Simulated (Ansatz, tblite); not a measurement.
Forces on the cluster Hf₂Se₄ at its PBE-D4/def2-SVP geometry. The state is a singlet with charge 0.

In the def2 sets Hf takes a core potential; there is no spin–orbit coupling. The xTB rows come from tblite. The restricted singlet is unstable towards broken spin symmetry at other levels; at PBE-D4/def2-TZVP this wasn't settled. No other spin state of charge 0 was run. The geometry of the singlet was relaxed on an unsound state (restricted singlet, unstable towards broken spin symmetry at other levels and untested here). Another isomer (singlet) lies 1.71 eV lower at PBE0-D4/def2-TZVP; other spin states weren't run for this one.

GFN1-xTB (tblite), largest force 1.86 eV/Å:

```xyz
6
positions Å, forces eV/Å
Hf    2.750    1.201   -0.637   -1.666   -0.731    0.385
Hf   -0.407   -0.180    0.094    0.304    0.136   -0.070
Se    1.873   -0.111    1.319    0.451    0.179   -0.068
Se   -2.715    0.007    1.113    0.316   -0.137   -0.185
Se   -2.071   -2.085    0.000    0.171    0.348    0.072
Se    0.570    1.168   -1.889    0.424    0.206   -0.135
```

GFN2-xTB (tblite), largest force 0.57 eV/Å:

```
Hf -0.471 -0.208 0.109
Hf 0.514 0.223 -0.120
Se -0.012 -0.116 0.215
Se -0.029 0.346 0.152
Se 0.168 -0.285 -0.184
Se -0.170 0.040 -0.173
```

PBE-D4/def2-TZVP (Ansatz), largest force 0.13 eV/Å:

```
Hf -0.072 -0.033 0.017
Hf 0.093 0.042 -0.021
Se -0.049 -0.004 -0.023
Se 0.060 -0.100 -0.067
Se -0.007 0.122 0.054
Se -0.025 -0.027 0.040
```
